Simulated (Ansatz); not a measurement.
```json
{"atom": "S", "x (Å)": "-0.0019", "y (Å)": "0.0096", "z (Å)": "-0.4986"}
{"atom": "O", "x (Å)": "-0.0055", "y (Å)": "-0.0002", "z (Å)": "0.9929"}
```

Basis set: cc-pVDZ (spherical functions). Frozen core: 6 orbitals. Charge 0, multiplicity 3.

Computed with Ansatz (development build ahead of 0.2.0); each method stands on the lowest determinant of its kind that the runs found.

The atomization energy at this shape (free ground-state atoms in the same class of orbitals less the molecule, no zero-point energy) of triplet SO:

```
method  atomization energy
   UHF             1.61 eV
```

Task: What does UHF-MP2 give?

Result: 4.52 eV.
